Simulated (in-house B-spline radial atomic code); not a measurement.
A fraction x of an electron is moved 2p → 3p in S⁵⁺, starting from [Ne] 3s1 and keeping the highest spin. Method: non-relativistic M06-2X, spin-polarised, spherical fractional occupations, point nucleus. Calculated with an all-electron radial atomic-structure program (B-spline basis).

Caution: exact exchange at fractional occupations of open shells leaves self-interaction of up to several eV.

```
    x  E(x) - E(0) (eV)  2p down level (eV)  3p up level (eV)
    0            0.0000            -249.304                 -
0.125           23.0017            -251.197           -66.807
 0.25           46.0976            -253.065           -67.923
0.375           69.2871            -254.908           -69.021
  0.5                 ?                   ?                 ?
0.625                 ?                   ?                 ?
 0.75          139.4031            -260.286           -72.244
0.875          162.9515            -262.031           -73.302
    1          186.5846            -263.753           -74.356
```

(1) What belongs in the row x = 0.5?

(2) What belongs in the row x = 0.625?

(3) Check Janak's theorem between x = 0.125 and 0.25.

Results:

(1) An energy change of 92.5690 eV; 2p down at -256.726 eV, 3p up at -70.105 eV.

(2) An energy change of 115.9416 eV; 2p down at -258.518 eV, 3p up at -71.179 eV.

(3) The slope of the energy is 184.77 eV; the orbital levels give 184.77 eV (ε of the receiving orbital less ε of the emptying one, averaged over the two points).
